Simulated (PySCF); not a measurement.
Thiophene-2-boronic acid, C₄H₅BO₂S.
SMILES: `OB(O)C1=CC=CS1`

Torsions of this conformer, `[OH:1][B:2]([OH:3])[c:4]1[cH:5][cH:6][cH:7][s:8]1`: O1–B2–C4–C5 180°, H–O1–B2–O3 180°, H–O3–B2–O1 0°.

The closed-shell ground state was solved at several levels (PySCF, density fitting, gas phase, non-relativistic). The structure is a single PBE0-D3(BJ)/def2-SVP conformer in the gas phase; no vibrational or solvent corrections.

```
            level  basis functions  HOMO (eV)  LUMO (eV)  gap (eV)  dipole (D)
wB97X-D/def2-SVPD              213      -8.86       0.61      9.47        0.94
   B3LYP/pcSseg-2              365      -6.81      -1.27      5.54        0.98
```

(1) Estimate the row for PBE0/pcSseg-1, a basis of 168 functions; the other rows only guide the guess.

(2) Over all these levels, which gives the widest orbital gap and which the narrowest?

(3) How far do the dipole and the HOMO energy spread over the levels?

Answers

(1) HOMO -7.05 eV, LUMO -1.05 eV, gap 6.00 eV, dipole 0.95 D.

(2) wB97X-D/def2-SVPD (range-separated hybrid) has the widest, 9.47 eV, and B3LYP/pcSseg-2 (global hybrid, 20 % exact exchange) the narrowest, 5.54 eV. Functional and basis both differ between the two, so the spread mixes both effects.

(3) The dipole runs from 0.94 to 0.98 D (mean 0.96 D) and the HOMO from -8.86 to -6.81 eV.
